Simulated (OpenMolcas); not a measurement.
A run on Mo2+ among 6 point charges of -1.7 e arranged as an octahedron (Oh), 2.09 Å from the ion. The active orbitals were held to one l.

| Property | Result |
| --- | --- |
| Program | OpenMolcas 26.06 |
| Method | CASSCF |
| Basis | ANO-RCC-VTZP [7s6p4d2f1g] |
| Scalar Hamiltonian | DKH2, point nucleus |
| Active space | 4 electrons in 5 orbitals (4d) |
| State averaging | 2S+1 = 5 even, 5 roots; 2S+1 = 3 even, 45 roots; 2S+1 = 1 even, 50 roots |
| Spin-orbit coupling | state interaction with AMFI integrals over the reference wave functions |

68 basis functions. Blocks (2S+1, parity, CSFs, roots kept): 5, even, 5, 5; 3, even, 45, 45; 1, even, 50, 50.

Problem. How long do the RASSCF and RASSI steps take on 1 thread of Intel(R) Xeon(R) Platinum 8259CL CPU @ 2.50GHz (Skylake/Cascade Lake) (shared host)?

Solution. About 38 s of wall time, without the integral step.
